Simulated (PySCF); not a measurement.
HI, charge -1, doublet, at the geometry of the source list (a state made from the parent by changing its charge; the spin is typed, not shown lowest) (core potentials on I) (in this run its highest filled SCF level lies above zero, so its values depend strongly on the basis, on diffuse functions most of all). Base run: CAMB3LYP/def2-SV(P) (PySCF).

PySCF was given this input:
```python
from pyscf import gto, scf, dft

mol = gto.Mole()
mol.atom = '''
    I     0.785000    0.000000    0.000000
    H    -0.785000    0.000000    0.000000
'''
mol.basis = 'def2-sv(p)'
mol.ecp = {'I': 'def2-sv(p)'}
mol.charge = -1
mol.spin = 1
mol.verbose = 4
mol.build()

mf = dft.UKS(mol)
mf.xc = 'camb3lyp'
mf.kernel()
```

Each row names what was changed in the base input (with any setting that the change needs).

```json
[
 {"change": "base", "ΔE vs base (mEh)": "0.000", "SCF cycles": "10", "<S^2>": "0.752"},
 {"change": "DIIS = ADIIS", "ΔE vs base (mEh)": "0.000", "SCF cycles": "16", "<S^2>": "0.752"},
 {"change": "diis_space = 20", "ΔE vs base (mEh)": "0.000", "SCF cycles": "10", "<S^2>": "0.752"},
 {"change": "conv_tol_grad = 1e-3", "ΔE vs base (mEh)": "0.000", "SCF cycles": "10", "<S^2>": "0.752"},
 {"change": "diis = off (with mf.max_cycle = 100)", "ΔE vs base (mEh)": "0.000", "SCF cycles": "22", "<S^2>": "0.752"},
 {"change": "init_guess = mod_huckel", "ΔE vs base (mEh)": "0.000", "SCF cycles": "8", "<S^2>": "0.752"},
 {"change": "level_shift = 1.0 (with mf.max_cycle = 100)", "ΔE vs base (mEh)": "0.000", "SCF cycles": "24", "<S^2>": "0.752"},
 {"change": "DIIS = EDIIS", "ΔE vs base (mEh)": "0.000", "SCF cycles": "38", "<S^2>": "0.752"},
 {"change": "conv_tol = 1e-7", "ΔE vs base (mEh)": "0.000", "SCF cycles": "8", "<S^2>": "0.752"},
 {"change": "diis_space = 12", "ΔE vs base (mEh)": "0.000", "SCF cycles": "10", "<S^2>": "0.752"},
 {"change": "solver = newton", "ΔE vs base (mEh)": "0.000", "SCF cycles": "-", "<S^2>": "0.752"},
 {"change": "init_guess = huckel", "ΔE vs base (mEh)": "0.000", "SCF cycles": "8", "<S^2>": "0.752"},
 {"change": "damp = 0.5; diis_start_cycle = 5", "ΔE vs base (mEh)": "0.000", "SCF cycles": "11", "<S^2>": "0.752"}
]
```

Open shells are given as the SCF converged; they aren't shown to be the lowest states, and a large step between rows can be another state.
